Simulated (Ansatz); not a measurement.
One change: `F[CH]1[O][GeH2]1` becomes `F[CH]1[S][GeH2]1`.

Ansatz, PBE0-D4/def2-TZVP geometries, multiplicity 1. 

Scalar relativity is left out up to krypton.

| property | `F[CH]1[O][GeH2]1` |
| --- | --- |
| HOMO energy (ωB97M-V/def2-TZVPP) / eV | -9.41 |
| size of the dipole moment (PBE/def2-TZVPP) / D | 2.46 |
| LUMO energy (PBE/def2-TZVPP) / eV | -1.96 |
| HOMO–LUMO gap (ωB97M-V/def2-TZVPP) / eV | 10.13 |
| size of the dipole moment (ωB97M-V/def2-TZVPP) / D | 2.91 |
| LUMO energy (ωB97M-V/def2-TZVPP) / eV | 0.72 |

**Question.** Give the same properties after the change, and the shifts. (Estimate.)

**Answer.** The calculation gave: 
| property | `F[CH]1[S][GeH2]1` | shift |
| --- | --- | --- |
| HOMO energy (ωB97M-V/def2-TZVPP) / eV | -9.39 | 0.02 |
| size of the dipole moment (PBE/def2-TZVPP) / D | 2.22 | -0.24 |
| LUMO energy (PBE/def2-TZVPP) / eV | -1.62 | 0.34 |
| HOMO–LUMO gap (ωB97M-V/def2-TZVPP) / eV | 10.45 | 0.32 |
| size of the dipole moment (ωB97M-V/def2-TZVPP) / D | 2.54 | -0.37 |
| LUMO energy (ωB97M-V/def2-TZVPP) / eV | 1.06 | 0.34 |

Dipoles are sizes alone; their direction can turn.
